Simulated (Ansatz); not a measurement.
`N[SiH2]N[SiH2]O` + SiH₄ → `O[SiH2]N[SiH2][SiH3]` + NH₃  (formal exchange of groups at the Si–N bond)

Isolated molecules relaxed with PBE0-D4/def2-TZVP in Ansatz; ΔE leaves out vibrations. CBS: MP2 limit from def2 TZ/QZ plus the TZ coupled-cluster correction, frozen cores. This one scheme is used for every species. DFT in def2-TZVPP. One conformer a species, not always the lowest.

```tsv
level	ΔE (eV)
PBE0	0.58
HF/def2-TZVPP	0.92
```

Question: What does CCSD(T)/CBS give? (An estimate is asked.)

Answer: The calculation gave: +0.67 eV. The listed levels differ from it by -0.09, 0.25 eV.

Largest T1 diagnostic among the species: 0.012.

The D4 term adds −0.07 eV with B3LYP and −0.04 eV with PBE0; it sums over pairs of atoms, weighted by their polarisabilities, and B3LYP, whose exchange is more repulsive, gets the larger term. From PBE to PBE0 (25 % exact exchange), in def2-TZVPP and without D4, ΔE moves by +0.06 eV. In def2-TZVPP, CCSD(T) changes the Hartree–Fock value by −0.23 eV (the triples alone add −0.03 eV) and MP2 by −0.16 eV.

B3LYP here is the variant with VWN-RPA as its local correlation; programs differ in this.
